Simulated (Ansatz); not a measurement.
Kohn–Sham single points on `[SiH3]OBS`.

```yaml
crystal:
  periodic: [false, false, false]
  atoms:
    - {symbol: Si, position_ang: [-1.069060, 0.757028, 0.432826]}
    - {symbol: O, position_ang: [-0.404234, -0.733647, 0.218212]}
    - {symbol: B, position_ang: [0.707978, -1.344578, -0.237275]}
    - {symbol: S, position_ang: [2.161390, -0.516522, -0.921117]}
    - {symbol: H, position_ang: [-1.264077, 0.969436, 1.885611]}
    - {symbol: H, position_ang: [-0.187224, 1.824744, -0.110461]}
    - {symbol: H, position_ang: [-2.368932, 0.781441, -0.275996]}
    - {symbol: H, position_ang: [0.775696, -2.538427, -0.201948]}
    - {symbol: H, position_ang: [1.736663, 0.754324, -0.806950]}
basis:
  gaussian: {orbitals: def2-TZVPP}
hamiltonian: {xc: {name: B3LYP}, dispersion: d4}
output: {forces: true, orbitals: {seedname: orbitals}}
```

```sh
$ ansatz run in.yaml --threads 2 --pin off --events-out ev --progress --plain
```

Shortened log:

```
Functional definition: B3LYP
1202 factors; their error is unknown
mean field evaluation 1: about -21518.3142 eV, gradient 5.6e1 eV
mean field evaluation 2: about -21503.0107 eV, gradient 1.0e2 eV
mean field evaluation 4: about -21523.7040 eV, gradient 4.3e0 eV
mean field evaluation 8: about -21523.7451 eV, gradient 6.3e-2 eV
mean field evaluation 16: about -21523.7632 eV, gradient 4.4e-5 eV
mean field -21523.76323202 eV, -790.9837094462 hartree, gradient 4.4e-5 eV, S^2 0.000000; 0 other end points of the search recorded, 0 dependent functions left out
reference -21523.76349905 eV, -790.9837192590 hartree; 24, 24 occupied and 192, 192 virtual orbitals, 1202 factors
Total energy: -21524.07672656 eV, -790.9952301580 hartree
Atom 0 at    -1.069060     0.757028     0.432826 Å, force    -0.120926     0.189337     0.042115 eV/Å
Atom 1 at    -0.404234    -0.733647     0.218212 Å, force    -0.017347    -0.032037     0.008296 eV/Å
Atom 2 at     0.707978    -1.344578    -0.237275 Å, force    -0.009833    -0.283642     0.019837 eV/Å
Atom 3 at     2.161390    -0.516522    -0.921117 Å, force     0.094151     0.082731    -0.045551 eV/Å
Atom 4 at    -1.264077     0.969436     1.885611 Å, force     0.009778    -0.007883    -0.092228 eV/Å
Atom 5 at    -0.187224     1.824744    -0.110461 Å, force    -0.063612    -0.071153     0.038649 eV/Å
Atom 6 at    -2.368932     0.781441    -0.275996 Å, force     0.080260     0.004857     0.047141 eV/Å
Atom 7 at     0.775696    -2.538427    -0.201948 Å, force    -0.007917     0.120872    -0.002719 eV/Å
Atom 8 at     1.736663     0.754324    -0.806950 Å, force     0.035446    -0.003082    -0.015539 eV/Å
Dipole moment:    -0.176608     0.291994     0.061712 e Å
```

Run time 6.5 s (2 threads of a server CPU on a shared host); peak host memory 0.54 GiB.

With the line `hamiltonian: {xc: {name: B2PLYP}}` and no forces (abridged; 7 s):

```
Functional definition: B2PLYP
mean field evaluation 16: about -21507.9272 eV, gradient 8.1e-5 eV
mean field -21507.92721874 eV, -790.4017466922 hartree, gradient 4.3e-6 eV, S^2 0.000000
12 core orbitals not correlated: weight in the atoms' cores, before any rotation towards them, 1.000 or more for the frozen orbitals, at most 0.000 for the correlated occupied ones
second order -21.13159800 eV of doubles, -0.00000000 eV of singles
Total energy: -21513.63291993 eV, -790.6114273431 hartree
```

Changing it to `hamiltonian: {xc: hse06, dispersion: d4}` and no forces (abridged; 4.2 s):

```
Functional definition: HSE06
mean field -21511.42055579 eV, -790.5301244609 hartree, gradient 7.8e-5 eV, S^2 0.000000
Total energy: -21511.57351359 eV, -790.5357455563 hartree
```

Changing it to `hamiltonian: {xc: {name: PBE-QIDH}}` and no forces (abridged; 8.5 s):

```
Functional definition: PBE-QIDH
mean field evaluation 16: about -21500.4979 eV, gradient 7.0e-5 eV
mean field -21500.49790307 eV, -790.1287243769 hartree, gradient 3.7e-6 eV, S^2 0.000000
12 core orbitals not correlated: weight in the atoms' cores, before any rotation towards them, 1.000 or more for the frozen orbitals, at most 0.000 for the correlated occupied ones
second order -19.60657068 eV of doubles, -0.00000000 eV of singles
Total energy: -21507.03343997 eV, -790.3689009282 hartree
```

With the line `hamiltonian: {xc: {name: B97M-V}}` and no forces (abridged; 9.5 s):

```
Functional definition: B97M-V
mean field evaluation 16: about -21517.3406 eV, gradient 3.3e-4 eV
mean field -21517.34059688 eV, -790.7476819581 hartree, gradient 3.2e-5 eV, S^2 0.000000
Total energy: -21517.34066276 eV, -790.7476843790 hartree
```

Changing it to `hamiltonian: {xc: {name: revPBE}, dispersion: d4}` and no forces (abridged; 2.8 s):

```
Functional definition: revPBE
mean field evaluation 16: about -21517.6726 eV, gradient 1.2e-4 eV
mean field -21517.67264024 eV, -790.7598843265 hartree, gradient 1.3e-5 eV, S^2 0.000000
Total energy: -21518.24279086 eV, -790.7808369752 hartree
```

B3LYP takes the VWN-RPA correlation (the form of Gaussian; ORCA's B3LYP/G).

HSE06 is the plane-wave form, built on full-range PBE exchange.
